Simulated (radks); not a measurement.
The numbers below are computed, except where a source is named.
Problem. Cr5+, configuration [Ar] 3d1 (the NIST ground configuration). Code: a radial shooting solver on a logarithmic mesh with Libxc functionals. Model: non-relativistic Kohn-Sham, SCAN, spin-polarised, spherical densities, point nucleus; open shells are filled with parallel spins first; meta-GGA in the generalised Kohn-Sham scheme. Some entries of the table are withheld. Estimate them.

| orbital | occ. | eigenvalue (hartree) | <r^2> (bohr^2) |
|---|---|---|---|
| 1s down | 1 | -218.3831 | 0.005533 |
| 1s up | 1 | -218.3828 | 0.005533 |
| 2s up | 1 | -27.77172 | 0.1029 |
| 2s down | 1 | -27.73955 | 0.1027 |
| 2p up | 3 | -24.03391 | 0.08358 |
| 2p down | 3 | -24.01014 | 0.08337 |
| 3s up | 1 | -5.77011 | (1) |
| 3s down | 1 | -5.69903 | (2) |
| 3p up | 3 | (3) | 0.9316 |
| 3p down | 3 | (4) | 0.9366 |
| 3d up | 1 | -2.92614 | (5) |

Solution. 
(1) 3s up <r^2> (bohr^2): 0.8593
(2) 3s down <r^2> (bohr^2): 0.8637
(3) 3p up eigenvalue (hartree): -4.67380
(4) 3p down eigenvalue (hartree): -4.60468
(5) 3d up <r^2> (bohr^2): 1.083
